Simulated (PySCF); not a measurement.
# Spin states and ions at one geometry of Os(NH3)4

PySCF 2.14.0, RKS r2SCAN, Os def2-SVP with ECP60, N def2-SVP, H def2-SVP; non-relativistic Hamiltonian with scalar-relativistic core potentials where named; density fitting; no spin-orbit coupling; singlets restricted, open shells unrestricted. The geometry is relaxed for charge 0, singlet, vacuum:

```xyz
17

Os    0.0000    0.0000    0.0015
N     2.1130    0.0021   -0.0020
H     2.5366   -0.8086    0.4785
H     2.5030    0.0013   -0.9580
H     2.5357    0.8142    0.4770
N    -0.0021    2.1130   -0.0020
H     0.8086    2.5366    0.4785
H    -0.0013    2.5030   -0.9580
H    -0.8142    2.5357    0.4770
N    -2.1130   -0.0021   -0.0020
H    -2.5366    0.8086    0.4785
H    -2.5030   -0.0013   -0.9580
H    -2.5357   -0.8142    0.4770
N     0.0021   -2.1130   -0.0020
H    -0.8086   -2.5366    0.4785
H     0.0013   -2.5030   -0.9580
H     0.8142   -2.5357    0.4770
```

Energies count from the relaxed state; an electron taken off or put on is at rest in vacuum. Charges and spins are Mulliken's.

```
                    state  energy (eV)  spin squared  charge on Os1 (e)  spin on Os1 (e)  dipole about the centre of mass (D)
charge 0, singlet, vacuum         0.00          0.00              -0.91             0.00                                 0.15
charge 0, triplet, vacuum         1.20          2.01              -0.49             1.27                                 0.71
charge 0, quintet, vacuum         3.86          6.01              -0.26             2.82                                 1.71
```

What does the state charge +1, doublet, vacuum give?

energy (eV) 3.15, spin squared 0.76, charge on Os1 (e) -0.25, spin on Os1 (e) 1.05, dipole about the centre of mass (D) 0.21.

With an electron taken off (doublet) the charges change, summed by element, by Os +0.67 e, N -0.31 e, H +0.65 e. The vertical ionisation energy is 3.15 eV, against −ε(HOMO) = 0.81 eV of the relaxed state. The level lies 2.3 eV too high, as is usual for semilocal functionals and global hybrids, which keep a self-interaction error.

Open shells may have lower solutions than those found.

No frequency check is given that shows the relaxed geometry to be a minimum.
